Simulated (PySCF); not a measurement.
GeH3F, SMILES [F][GeH3]. Coordinates come from a PBE0-D3(BJ)/def2-TZVP optimisation.

Computed with PBE0-D3(BJ)/def2-TZVP run with PySCF.

Harmonic wavenumbers (cm⁻¹): 636, 636, 699, 870, 870, 873, 2179, 2188, 2188. Rotational constants (GHz): 77.14, 9.949, 9.949; symmetry number 3.

Problem. Work out the zero-point energy and the ideal-gas rigid-rotor harmonic-oscillator thermochemistry at 298.15 K and 1 atm.

Solution. ZPE = ½ Σ hcν = ½ × 11139 cm⁻¹ = 15.92 kcal/mol. H − E(el) = 18.66 kcal/mol. Entropy in cal/(mol K): translation 39.55, rotation 19.09, vibration 1.56, total 60.20. G − E(el) = 0.71 kcal/mol. Cp = 12.33 cal/(mol K).
